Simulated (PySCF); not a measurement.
Job file and geometry (Å, from GFN2-xTB) of an NMR shielding run on `CCS/C=C/B(Cl)Cl`, C4H7BCl2S, PySCF 2.14.0, density-fitted response routines, GIAO PBE0/pcSseg-1 NMR shielding, non-relativistic, gas phase; density fitting, a coarse starting grid and PySCF grid level 2 are the driver's defaults:

```
$ OMP_NUM_THREADS=1 python probes_run.py task.json out

{"job": {"kind": "nmr", "xc": "PBE0", "basis": "pcSseg-1"}, "charge": 0, "multiplicity": 1}
C     -2.076293     0.701288    -0.546296
C     -1.690521    -0.469321     0.338040
S     -0.726206    -1.730540    -0.570355
C      0.876036    -1.108120    -0.634157
C      1.373261     0.032194    -0.117144
B      2.839192     0.449720    -0.236917
Cl     3.376526     1.930871     0.477549
Cl     3.999527    -0.519791    -1.076305
H     -1.194021     1.198096    -0.942985
H     -2.682999     0.360268    -1.381577
H     -2.652350     1.422797     0.029475
H     -1.099816    -0.160957     1.199125
H     -2.573490    -1.003576     0.687565
H      1.520179    -1.788133    -1.174201
H      0.706559     0.693194     0.420615
```

Problem. What does the program print?

Solution. 
```
coarse grid: 14648 points
cycle   1  E = -1499.3269142660  dE =  9.622e-01  |g| = 3.963e-01  |ddm| = 3.587e+00
cycle   2  E = -1499.3192101846  dE =  7.704e-03  |g| = 4.448e-01  |ddm| = 7.399e-01
cycle   3  E = -1499.3675771774  dE = -4.837e-02  |g| = 8.081e-02  |ddm| = 4.266e-01
cycle   4  E = -1499.3690469818  dE = -1.470e-03  |g| = 3.929e-02  |ddm| = 1.259e-01
cycle   5  E = -1499.3694408572  dE = -3.939e-04  |g| = 8.877e-03  |ddm| = 4.017e-02
cycle   6  E = -1499.3694616644  dE = -2.081e-05  |g| = 1.921e-03  |ddm| = 1.122e-02
cycle   7  E = -1499.3694623916  dE = -7.271e-07  |g| = 7.584e-04  |ddm| = 1.964e-03
final grid: 128888 points
cycle   8  E = -1499.4158617975  dE = -4.008e-05  |g| = 9.413e-03  |ddm| = 2.763e-02
cycle   9  E = -1499.4158427293  dE =  1.907e-05  |g| = 1.231e-02  |ddm| = 1.948e-02
cycle  10  E = -1499.4158821911  dE = -3.946e-05  |g| = 1.700e-03  |ddm| = 1.374e-02
cycle  11  E = -1499.4158828859  dE = -6.948e-07  |g| = 5.634e-04  |ddm| = 2.331e-03
cycle  12  E = -1499.4158829691  dE = -8.314e-08  |g| = 1.155e-04  |ddm| = 5.548e-04
cycle  13  E = -1499.4158829720  dE = -2.933e-09  |g| = 4.119e-05  |ddm| = 1.320e-04
cycle  14  E = -1499.4158829724  dE = -4.200e-10  |g| = 1.202e-05  |ddm| = 4.855e-05
converged SCF energy = -1499.4158829724

GIAO shielding tensors (ppm)
atom      isotropic    diamagn.    paramagn.     s11        s22        s33       span
  0 C      171.972     248.017     -76.044    153.145    175.566    187.206     34.061
  1 C      155.025     252.213     -97.189    133.120    159.366    172.590     39.470
  2 S      383.065    1056.905    -673.840    226.685    436.368    486.143    259.458
  3 C       18.270     258.221    -239.951   -102.934      9.675    148.070    251.004
  4 C       61.495     257.598    -196.103    -39.421     55.251    168.657    208.078
  5 B       52.193     190.316    -138.123     26.898     43.628     86.052     59.155
  6 Cl     718.995    1146.406    -427.412    486.380    783.712    886.893    400.512
  7 Cl     759.268    1145.911    -386.643    500.785    814.625    962.396    461.611
  8 H       30.107      31.160      -1.053     24.519     31.229     34.575     10.056
  9 H       30.513      29.286       1.227     26.212     28.386     36.942     10.730
 10 H       30.403      28.884       1.518     25.867     26.977     38.364     12.497
 11 H       28.566      32.686      -4.121     25.030     27.348     33.319      8.289
 12 H       29.032      30.206      -1.175     23.108     27.675     36.313     13.204
 13 H       23.804      30.734      -6.929     20.231     21.021     30.161      9.931
 14 H       25.646      34.690      -9.043     21.014     22.586     33.339     12.325
```

Size and cost of the density-fitted run: 192 basis functions, 26 s wall time on 1 thread of an Intel Xeon 6975P-C, shared host; peak memory 0.9 GiB.
